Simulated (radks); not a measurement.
Task: The table gives one normalised radial function P(r) = r R(r) of Sc in [Ar] 3d1 4s1 4f1 (r in bohr). Method: scalar-relativistic Kohn-Sham, PBE, spin-polarised, spherical densities, point nucleus; open shells are filled with parallel spins first; computed with a radial shooting solver on a logarithmic mesh with Libxc functionals.

r	P
0.01158	0.0001
0.01359	0.0001
0.01594	0.0002
0.01856	0.0003
0.02178	0.0004
0.02556	0.0007
0.03	0.0010
0.03492	0.0016
0.04098	0.0025
0.04809	0.0038
0.05643	0.0058
0.0657	0.0086
0.0771	0.0129
0.09048	0.0193
0.1062	0.0284
0.1236	0.0405
0.1451	0.0580
0.1702	0.0819
0.1982	0.1116
0.2325	0.1517
0.2729	0.2018
0.3202	0.2622
0.3728	0.3286
0.4375	0.4057
0.5134	0.4867
0.6025	0.5667
0.7014	0.6363
0.8231	0.6946
0.9659	0.7301
1.124	0.7383
1.32	0.7194
1.549	0.6749
1.817	0.6098
2.116	0.5347
2.483	0.4481
2.913	0.3589
3.419	0.2709
3.98	0.1932
4.671	0.1243
5.481	0.0726
6.432	0.0378
7.488	0.0176
8.787	0.0068
10.31	0.0022
12.01	0.0006
14.09	0.0001
16.53	0.0000
19.4	0.0000
22.59	0.0000
26.5	0.0000
31.1	0.0000
36.5	0.0000
42.49	0.0000
49.87	0.0000

Which n and l does it have? It may be an empty orbital.

Result: n = 3, l = 2: the number of nodes gives n - l - 1 = 0, the rise at small r (about r^(l+1)) gives l, and the extent must fit the shell. The curve is that of 3d up; the table hardly tells the two spins apart. 3d up: eigenvalue -8.615 eV, 0 radial nodes, <r> = 1.71 bohr, 90 % of the charge inside 2.98 bohr.
